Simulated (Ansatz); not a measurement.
CH$_{5}$FOSSi (`CO[SiH](F)S`), one more setting.

```yaml
crystal:
  periodic: [false, false, false]
  atoms:
    - {symbol: C, position_ang: [-0.479140, -1.545383, 0.284403]}
    - {symbol: O, position_ang: [0.437532, -0.472824, 0.170789]}
    - {symbol: Si, position_ang: [0.011032, 1.088352, 0.046664]}
    - {symbol: F, position_ang: [-1.064943, 1.211359, -1.126939]}
    - {symbol: S, position_ang: [1.742984, 2.225584, -0.344391]}
    - {symbol: H, position_ang: [0.094381, -2.471057, 0.338187]}
    - {symbol: H, position_ang: [-1.083212, -1.455120, 1.193136]}
    - {symbol: H, position_ang: [-1.144859, -1.589877, -0.581958]}
    - {symbol: H, position_ang: [-0.640131, 1.623252, 1.260254]}
    - {symbol: H, position_ang: [2.209458, 1.334514, -1.237246]}
basis:
  gaussian: {orbitals: cc-pVTZ-DK}
total_charge: 1
magnetization: {spin_polarized: true, initial_magnetization: 1}
hamiltonian: {xc: {name: r2SCAN}}
accuracy: high
```

```sh
$ ansatz run in.yaml --threads 4 --pin off --events-out ev --progress --plain --max-ram 10444MiB
```

Shortened log:

```
Functional definition: r2SCAN
4060 factors; integrals over basis functions are off by at most 2.3e-8 eV
mean field evaluation 1: about -24621.7007 eV, gradient 6.8e1 eV
mean field evaluation 2: about -24409.3269 eV, gradient 1.8e2 eV
mean field evaluation 4: about -24630.5880 eV, gradient 4.0e1 eV
mean field evaluation 8: about -24638.2800 eV, gradient 1.3e0 eV
mean field evaluation 16: about -24638.2871 eV, gradient 2.2e-2 eV
mean field evaluation 32: about -24638.2871 eV, gradient 1.3e-6 eV
mean field -24638.28707957 eV, -905.4403497434 hartree, gradient 1.5e-8 eV, S^2 0.756051; 5 other end points of the search recorded, 0 dependent functions left out
reference -24638.28708234 eV, -905.4403498454 hartree; 29, 28 occupied and 199, 200 virtual orbitals, 4060 factors
Total energy: -24638.28708234 eV, -905.4403498454 hartree
Relativity: scalar
```

Hardware: 4 threads of an Intel Xeon on a shared host. Wall time 32 s, peak host memory 1.7 GiB.
